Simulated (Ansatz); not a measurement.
A nudged elastic band was laid between two geometries of AlAsH4N (7 atoms, charge -1, multiplicity 1).

Computed with Ansatz, RKS PBE-D4/def2-TZVP.

- movable images: 7
- climbing image: yes
- spring: 5.0 eV/Å²
- optimiser: lbfgs
- start path: through a guess of the saddle point
- force threshold: 0.03 eV/Å
- iteration limit: 60
- end points: relaxed
- largest step: 0.5 Å

Initial state:

```xyz
7
Properties=species:S:1:pos:R:3
N -1.958 -0.662 -0.649
Al -0.446 0.189 -0.469
As 1.034 -0.710 1.368
H -2.570 -0.303 -1.397
H 0.245 1.468 -1.241
H 1.390 0.698 1.900
H 2.305 -0.680 0.488
```

Final state:

```xyz
7
Properties=species:S:1:pos:R:3
N -1.632 -0.829 -0.763
Al -0.364 0.353 -0.564
As 1.780 -0.366 0.551
H -2.448 -0.482 -1.289
H -0.145 1.914 -1.043
H 1.724 0.762 1.603
H 1.085 -1.351 1.506
```

Task: Which bonds break or form, and what moves?

Result: No bond is made or broken. The height of As3 over the plane of its neighbours goes from -0.97 to 0.95 Å.

Task: Give the energies along the band, and the barrier.

Result: The run converged. The highest image is number 3 of 0 to 8, 91.0 kJ/mol above the first end and 92.4 kJ/mol above the last; the last end lies 1.4 kJ/mol below the first. The order of the stationary point at the top wasn't checked. Limits of this set-up: an anion without diffuse functions.

```
image  path coordinate (Å)  energy (kJ/mol)  height of As3 over the plane of its neighbours (Å)
    0                 0.00              0.0                                               -0.97
    1                 0.47              5.7                                               -0.86
    2                 0.94             39.8                                               -0.53
    3                 1.41             91.0                                                0.00
    4                 1.97             30.4                                                0.61
    5                 2.54              6.9                                                0.90
    6                 3.10              2.9                                                0.94
    7                 3.66             -0.3                                                0.95
    8                 4.22             -1.4                                                0.95
```

Task: What is the geometry of the highest image?

Result: 
```xyz
7
Properties=species:S:1:pos:R:3
N -1.915 -0.647 -0.651
Al -0.500 0.369 -0.670
As 1.232 -0.187 0.985
H -2.610 -0.385 -1.368
H -0.016 1.654 -1.548
H 1.433 0.361 2.379
H 2.377 -1.166 0.873
```

The run took 5.1 min on 2 threads of Intel(R) Xeon(R) 6975P-C (Granite Rapids) (shared host), peak memory 0.2 GiB.
